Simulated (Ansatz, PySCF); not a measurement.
Dimer: PH3 (SMILES P) (first 4 atoms) with H2Se (SMILES [SeH2]); geometry from B3LYP-D3(BJ)/def2-TZVP.
(charge 0, multiplicity 1):
| atom | x (Å) | y (Å) | z (Å) |
|---|---|---|---|
| P | 0.1157 | 0.0762 | -0.1725 |
| H | -0.6378 | 1.2648 | -0.0058 |
| H | 0.2060 | 0.2184 | -1.5816 |
| H | -1.0324 | -0.7525 | -0.2336 |
| Se | 0.2685 | 0.1194 | 3.4638 |
| H | -0.0446 | -0.3696 | 4.8171 |
| H | 0.9777 | -1.1234 | 3.1323 |

Basis-set superposition error: the interaction energy with monomers in their own basis, and in the dimer's basis (counterpoise).

Run with Ansatz (Gaussian orbitals); PySCF for 6-31G* rows, M06-2X. Values without a source in brackets are computed.

```csv
level,uncorrected (meV),counterpoise (meV),difference
HF/def2-TZVPPD,27.9,30.6,2.7
PBE/def2-TZVPPD,-39.3,-36.0,3.4
revPBE/def2-TZVPPD,12.6,16.2,3.6
BHLYP/def2-TZVPPD,-9.7,-6.9,2.8
M06-2X/def2-TZVPPD,-60.9,-57.7,3.2
wB97M-V/def2-TZVPPD,-60.9,-57.1,3.8
MP2/6-31G*,-47.2,-18.4,28.8
MP2/def2-SVPD,-100.3,-46.9,53.4
SCS-MP2/def2-SVPD,-81.7,-27.9,53.8
CCSD/def2-TZVPPD,-40.5,-30.0,10.5
```

The error is largest for SCS-MP2/def2-SVPD (53.8 meV) and smallest for HF/def2-TZVPPD (2.7 meV).

Ansatz is a first-principles code.
